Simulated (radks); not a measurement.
Coulomb parameter of the 5d shell of neutral rhenium in the model configuration [Xe] 4f14 5d3 6s2 6p2, as a second difference U = [E(n + 0.5) + E(n - 0.5) - 2 E(n)] / (0.5)^2 with all orbitals relaxed. "Bare": the charge of the atom changes with n. "Screened": the 6p shell takes up the change at fixed total charge, which measures U(5d,5d) + U(6p,6p) - 2 U(5d,6p). Method: Dirac Kohn-Sham, PBE, spin-unpolarised, spherical densities, finite nucleus; open shells are shared between the two j in proportion to 2j + 1; Fermi nuclear charge, rms radius 5.3698 fm; computed with a radial shooting solver on a logarithmic mesh with Libxc functionals.

| case | configuration | E - E(n) (eV) |
|---|---|---|
| start | [Xe] 4f14 5d3 6s2 6p2 | 0.000 |
| bare +0.5 | [Xe] 4f14 5d3.5 6s2 6p2 | -4.687 |
| bare -0.5 | [Xe] 4f14 5d2.5 6s2 6p2 | 6.942 |
| screened +0.5 | [Xe] 4f14 5d3.5 6s2 6p1.5 | -3.804 |
| screened -0.5 | [Xe] 4f14 5d2.5 6s2 6p2.5 | 4.341 |

U(bare) = 9.019 eV, U(screened by 6p) = 2.148 eV, against the Slater integral F0(5d,5d) = 14.047 eV with frozen orbitals. The step up makes a negative ion, whose loosely bound charge lowers the bare value.
